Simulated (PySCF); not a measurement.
Predicted microwave data (PBE0/def2-SVPD in PySCF (dipole) on a GFN2-xTB geometry, gas phase) for one isomer of C6H9F3:

* Rotational constants: A = 3276, B = 773.0, C = 724.6 MHz
* Dipole components: |μa| = 2.36 D, |μb| = 0.56 D, |μc| = 0.51 D
* Inertial defect: -110.63 u·Å²
* κ: -0.96

Question: Which structure is it? (One computed conformer of each.)
A. `[CH2:1]=[C:2]([CH3:3])[CH2:4][CH2:5][C:6]([F:7])([F:8])[F:9]` with C1–C2–C4–C5 -106°, C2–C4–C5–C6 178°
B. `[CH3:1][CH2:2][CH2:3][CH2:4][C:5]([F:6])=[C:7]([F:8])[F:9]` with C1–C2–C3–C4 -179°, C2–C3–C4–C5 177°, C3–C4–C5–F6 -72°

Answer: A. It is C=C(C)CCC(F)(F)F, a near-prolate asymmetric top, point group C1. The candidates at the same level (rigid rotor, commonest isotopes):

| SMILES | A (MHz) | B (MHz) | C (MHz) | μa (D) | μb (D) | μc (D) | Δ (u·Å²) | point group | rotor |
| --- | --- | --- | --- | --- | --- | --- | --- | --- | --- |
| C=C(C)CCC(F)(F)F | 3276 | 773.0 | 724.6 | 2.36 | 0.56 | 0.51 | -110.63 | C1 | near-prolate asymmetric top |
| CCCCC(F)=C(F)F | 3192 | 672.3 | 601.3 | 2.13 | 0.59 | 0.66 | -69.51 | C1 | near-prolate asymmetric top |

`CCCCC(F)=C(F)F` has C 17 % too low. No structure here is proved a minimum.
